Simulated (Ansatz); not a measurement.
A nudged elastic band was laid between two geometries of BH5N2O (9 atoms, charge 0, multiplicity 1).

Method: Ansatz 0.2.0, RKS PBE0/STO-3G.

```yaml
movable_images: 5
climbing_image: yes
spring: 5.0 eV/Å²
optimiser: quadratic models (default)
start_path: through a guess of the saddle point
force_threshold: 0.03 eV/Å
iteration_limit: 60
end_points: relaxed
```

Image 0:

```xyz
9
Properties=species:S:1:pos:R:3
N -0.503 0.692 -0.888
B -0.055 -0.044 0.249
N 1.068 -0.907 0.154
O -0.681 0.026 1.490
H 0.029 0.723 -1.771
H -1.191 1.459 -0.830
H 1.323 -1.551 0.917
H 1.540 -1.131 -0.734
H -1.440 0.686 1.397
```

Image 6:

```xyz
9
Properties=species:S:1:pos:R:3
N -0.399 0.812 -0.838
B -0.061 -0.050 0.247
N 0.997 -0.988 0.122
O -0.722 -0.019 1.472
H -1.250 1.393 -0.858
H 0.029 0.725 -1.772
H 1.607 -1.055 -0.705
H 1.330 -1.550 0.918
H -1.442 0.686 1.397
```

Q: What changes between the two ends?

A: No bond is made or broken.  The two ends are copies of one structure, up to a mirror image or an exchange of like atoms.

Q: Give the energies along the band, and the barrier.

A: It converged. The highest image is number 4 of 0 to 6, 0.50 eV above the ends, which have the same energy within 2 meV. The profile has 2 maxima (images 1, 4) with wells between them (image 3): this band takes more than one step, which may be the mechanism or a detour left from its start path. A vibrational analysis at the climbing image gives one clearly imaginary mode, 366i cm⁻¹: a first-order saddle point. Limits of this set-up: minimal basis.

```csv
image,path coordinate (Å),energy (eV)
0,0.00,0.00
1,1.24,0.32
2,2.48,0.26
3,3.72,0.11
4,4.97,0.50
5,5.88,0.25
6,6.80,0.00
```

Q: What is the geometry of the highest image?

A: 
```xyz
9
Properties=species:S:1:pos:R:3
N -0.425 0.878 -0.837
B -0.050 -0.073 0.131
N 1.299 -0.715 -0.011
O -0.869 -0.427 1.185
H -1.318 1.399 -0.869
H 0.210 1.121 -1.613
H 1.814 -0.574 0.894
H 1.156 -1.757 -0.014
H -1.729 0.102 1.118
```

Run time: 2.8 min on 1 CPU thread of a shared host.
